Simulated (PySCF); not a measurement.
**Vibration and rotation of CoSi⁻**

UHF-SCS-MP2 constants of CoSi⁻, singlet, unpaired electrons π ↓, δ ↑ (Co def2-TZVPPD, Si def2-TZVPPD; no relativity (PySCF 2.14); masses 58.9332 and 27.9769 u):

```
ωe   : 280.3 cm⁻¹
ωexe : 1.93 cm⁻¹
Be   : 0.16707 cm⁻¹
αe   : 0.00148 cm⁻¹
```

(1) What force constant and bond length do these constants imply?

(2) Estimate the centrifugal constant D from the Kratzer relation and find the Dunham coefficient a1.

Correlated steps freeze 10 core orbitals. With d or f electrons several states lie close, and the lowest PBE0 determinant need not be the measured ground state.

Answers

(1) Reduced mass μred = 18.971 u; k = 5.8918×10⁻⁷·μred·ωe² (u, cm⁻¹, mdyn/Å) = 0.878 mdyn/Å; Re = √(16.8576/(μred·Be)) (u, cm⁻¹, Å) = 2.306 Å.

(2) D = 4Be³/ωe² = 2.37e-07 cm⁻¹; a1 = −1 − αeωe/(6Be²) = -3.48.
